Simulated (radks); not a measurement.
The numbers below are computed, except where a source is named.
All-electron atom: W XVII in [Kr] 4d10 4f11 5s1. Code: a radial shooting solver on a logarithmic mesh with Libxc functionals. Model: Dirac Kohn-Sham, BLYP, spin-unpolarised, spherical densities, finite nucleus; open shells fill j = l - 1/2 first; Fermi nuclear charge, rms radius 5.3658 fm.

Normalised radial functions P(r) = r R(r) (large component), r in bohr:

r,4d3/2,4f5/2
0.001013,0.0000,0.0000
0.001499,0.0001,0.0000
0.002236,0.0003,0.0000
0.003336,0.0007,0.0000
0.004936,0.0019,0.0000
0.007364,0.0052,0.0000
0.01099,0.0140,0.0002
0.01626,0.0365,0.0006
0.02426,0.0930,0.0025
0.03618,0.2192,0.0096
0.05355,0.4497,0.0337
0.07989,0.7677,0.1082
0.1192,0.9329,0.2972
0.1764,0.5111,0.6555
0.2631,-0.6151,1.1312
0.3925,-1.5382,1.4139
0.5809,-1.3336,1.2201
0.8667,-0.5307,0.6736
1.293,-0.0812,0.1946
1.913,-0.0034,0.0218
2.854,0.0000,0.0005

4d3/2: eigenvalue -592.99 eV, 1 radial node at r = 0.216 bohr, <r> = 0.491 bohr, 90 % of the charge inside 0.730 bohr. 4f5/2: eigenvalue -376.77 eV, 0 radial nodes, <r> = 0.524 bohr, 90 % of the charge inside 0.828 bohr.
